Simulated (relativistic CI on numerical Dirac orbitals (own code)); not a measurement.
Sensitivity of the levels of Pr XXXVI to α and to the nuclear radius

Calculated at this level of theory: Dirac-Coulomb-Breit CI, KLI orbitals optimised for each configuration, derivatives by finite differences, unscaled Slater integrals, QED left out (own radial code, finite nucleus).

Configuration list (outside the closed core [Ne]): 3s2 3p6 3d6, 3s2 3p5 3d7, 3s2 3p4 3d8, 3s 3p6 3d7, 3p6 3d8, 3s 3p5 3d8, 3s2 3p6 3d5 4s, 3s2 3p6 3d5 4p. Levels of other configurations are missing.

With x = (α/α₀)² − 1 an excitation energy changes as ω = ω₀ + qx; K = 2q/ω₀ is the relative enhancement. Terms are leading LS components, so labels can repeat. The field-shift factor is F = δν/δ⟨r²⟩ for the transition from the lowest level.

Lowest level 3s2 3p6 3d6 5D_4.

```tsv
Level	ω₀ (cm⁻¹)	q (cm⁻¹)	F (GHz/fm²)
3s2 3p6 3d6 3P_2	42663	2082	-0.162
3s2 3p6 3d6 3P_0	116562	54040	0.756
3s2 3p6 3d6 5D_3	141136	181000	2.1
3s2 3p6 3d6 5D_1	166776	185200	2.12
3s2 3p6 3d6 5D_4	169860	147200	1.88
3s2 3p6 3d6 3G_5	216245	156900	2.09
3s2 3p6 3d6 3H_6	217330	156500	2.16
3s2 3p6 3d6 3F_2	248435	167600	1.86
3s2 3p6 3d6 3F_3	254436	173600	2.19
3s2 3p6 3d6 5D_2	305717	272300	3.27
3s2 3p6 3d6 3G_4	324242	199800	2.73
3s2 3p6 3d6 3D_1	329128	196900	2.53
3s2 3p6 3d6 3P_0	330452	149900	1.95
```

At this charge energies of transitions that change n are usually good to better than 1 %, and those within a shell (Δn = 0) to a few per cent. Terms inside the open d or f shell come out 10 to 20 % too wide with unscaled integrals.

(1) Which transition from the lowest level has the largest |K|?

Answers

(1) 3s2 3p6 3d6 5D_3 at 141136 cm⁻¹, K = 2.56.
